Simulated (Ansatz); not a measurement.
BFH3NS, SMILES `NB(F)S`. Total charge 0; spin multiplicity 1.

Cartesian coordinates in Å:
```
N -0.4998 -1.0677 -0.1789
B 0.1308 0.1756 -0.1872
F 0.6272 0.6470 -1.3368
S 0.2908 1.1678 1.3361
H -0.8957 -1.4859 0.6427
H -0.5900 -1.6172 -1.0158
H 0.9369 2.1805 0.7399
```

Give the diagnostics of a CCSD(T)/def2-TZVPP run (frozen core, the Gaussian-basis code of Ansatz). (An estimate is asked.)

Ansatz gave: T1 = 0.0118, largest single amplitude 0.024, largest double 0.034, (T) share of the correlation energy 3.6 %, 9 CCSD cycles. The RHF solution is stable towards an unrestricted one. T1 lies under the customary mark of 0.02 for closed shells.
